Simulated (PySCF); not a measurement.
A structure optimised at B3LYP-D3(BJ)/def2-SVP, used in a PySCF frequency run:

```xyz
15

C      2.2935    -0.4819    -0.7478
Si     0.9854     0.0414     0.4847
Cl     0.4472     2.0216     0.0945
C     -0.5513    -1.0627     0.4235
O     -1.4207    -0.8457     1.5424
Si    -1.6334    -0.8369    -1.1279
H      3.1744     0.1751    -0.6813
H      1.9011    -0.4266    -1.7750
H      2.6184    -1.5176    -0.5548
H      1.4998     0.0062     1.8858
H     -0.1822    -2.1136     0.3874
H     -0.9128    -0.9458     2.3592
H     -2.2640     0.5079    -1.1351
H     -2.6888    -1.8886    -1.1487
H     -0.7652    -0.9931    -2.3337
```
Charge 0, spin multiplicity 1.

Task: Write its SMILES and formula.

Result: C[Si@@H](Cl)[C@@H](O)[SiH3], C₂H₉ClOSi₂

Task: What are its rotational constants (standard atomic weights)?

Result: 2.0565, 1.1930, 1.1181 GHz
